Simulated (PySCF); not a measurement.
## Bond length, frequency and bond energy of BeAl⁻ by level of theory

State: ³Σ⁻ (triplet), unpaired electrons π ↑↑. Set-up: basis Be aug-pcseg-1, Al aug-pcseg-1; no relativity; PySCF 2.14. De refers to Be + Al⁻ in their high-spin ground configurations, without counterpoise correction. The functionals are run spin-unrestricted. A positive dipole points towards Al; it is taken about the centre of mass and depends on that origin. Levels whose curve was spin-contaminated or gave no clean fit are not listed.

```csv
Level,Re (Å),ωe (cm⁻¹),De (eV),μ (D)
UHF,2.461,292,n/a,0.98
UHF-MP2,2.340,457,0.92,n/a
UHF-SCS-MP2,2.349,434,n/a,n/a
UHF-CCSD,2.391,371,0.64,n/a
UHF-CCSD(T),2.369,401,0.79,n/a
PBE,2.319,447,1.53,1.79
PBEsol,2.313,453,1.65,1.81
BLYP,2.336,421,1.23,1.78
PBE0,2.308,428,1.37,1.61
B97-3,2.322,433,1.28,1.67
LC-ωPBE,2.309,432,1.06,1.32
```

Which functional lies closest to UHF-CCSD(T) in De, which farthest, and by how much do they differ from it?

Closest is LC-ωPBE (-6.0 pm in Re, +7.7 % in ωe, +0.27 eV in De against UHF-CCSD(T) in the same basis), farthest PBEsol (-5.6 pm in Re, +13.0 % in ωe, +0.86 eV in De). CCSD(T) converges more slowly with the basis than the functionals do and binds too weakly in this one, so the order can change at the basis-set limit.

What does second-order correlation do here, going from UHF to UHF-MP2?

UHF-MP2 less UHF: -12.1 pm in Re, +56.5 % in ωe. Correlation nearly always deepens the well. The bond shortens, as in weak, metallic or heavy-atom bonds, where dispersion and the correlation of outer-core electrons pull the atoms together.

What does all correlation do here, going from UHF to UHF-CCSD(T)?

UHF-CCSD(T) less UHF: -9.2 pm in Re, +37.3 % in ωe. Correlation nearly always deepens the well. The bond shortens, as in weak, metallic or heavy-atom bonds, where dispersion and the correlation of outer-core electrons pull the atoms together.

Correlated steps freeze 5 core orbitals. Correlated levels converge slowly with the basis: in double zeta they bind strong bonds too weakly, by up to about 1 eV, and carry superposition errors of some tenths. For an ion De counts to the pair picked by the measured ionisation energies or electron affinities, which need not be the lowest pair at this level. The highest Kohn–Sham level is positive in this anion. Much of that is self-interaction error, but it also means that the finite basis helps to hold the extra electron. The state is the lowest determinant that a PBE0 search found; another state may lie lower at other levels.
